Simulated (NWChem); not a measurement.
# CClF, singlet; SMILES F[C]Cl

Results from NWChem. Low-valent species are run as closed-shell singlets; no triplet was tried in these runs. All runs use the structure optimised with B3LYP/6-31G* (spherical d). Total energies compare along this basis series because the functional is fixed.

| level | basis functions | energy (Ha) | highest occupied level (eV) | orbital gap (eV) | dipole (D) | relative time |
|---|---|---|---|---|---|---|
| PBE0/cc-pVDZ | 46 | -597.7621 | -8.14 | 5.24 | 0.71 | 1 |
| PBE0/aug-cc-pVDZ | 73 | -597.7765 | -8.40 | 5.22 | 0.65 | 2 |
| PBE0/cc-pVTZ | 94 | -597.8222 | -8.27 | 5.25 | 0.68 | 3 |
| PBE0/aug-cc-pVTZ | 142 | -597.8255 | -8.37 | 5.23 | 0.64 | 8 |
| PBE0/cc-pVQZ | 169 | -597.8380 | -8.32 | 5.23 | 0.65 | 10 |

The last column is a rough cost ratio, cheapest run = 1.
